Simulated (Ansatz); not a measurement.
Geometry optimisation, RKS PBE-D4/def2-SVP in Ansatz 0.2.0.

input.yaml

```yaml
crystal:
  periodic: [false, false, false]
  atoms:
    - { symbol: Si, position_ang: [0.0, 0.0, 0.0] }
    - { symbol: F, position_ang: [0.0, 0.0, 1.59] }
    - { symbol: F, position_ang: [1.4994, 0.0, -0.5295] }
    - { symbol: F, position_ang: [-0.7489, 1.2974, -0.5295] }
    - { symbol: F, position_ang: [-0.7489, -1.2974, -0.5295] }
basis:
  gaussian: { orbitals: def2-SVP }
hamiltonian:
  xc: pbe
  dispersion: d4
relax:
  f_tol: 0.02
  max_steps: 40
```

Run as:

```bash
$ ansatz run input.yaml --threads 1 --pin off --max-ram 2048MiB --backend cpu --events-out ev --progress --plain --runs-dir out
```

Question: Where does it end, and by what steps?

Answer: It converged. After 2 steps the energy has fallen by 0.014 eV; F4 moved furthest, 0.01 Å.

```
step  energy less start (eV)  largest force component (eV/Å)  accepted
   0                  0.0000                           0.519       yes
   1                 -0.0099                           0.282       yes
   2                 -0.0141                           0.007       yes
```

```xyz
5
Properties=species:S:1:pos:R:3
Si 0.000 0.000 0.000
F 0.000 0.000 1.603
F 1.511 0.000 -0.534
F -0.755 1.308 -0.534
F -0.755 -1.308 -0.534
```

Whether the end is a true minimum wasn't checked by a vibrational analysis.

The run took 6.1 s on 1 thread of Arm Neoverse V1 (shared host), peak memory 0.12 GiB.
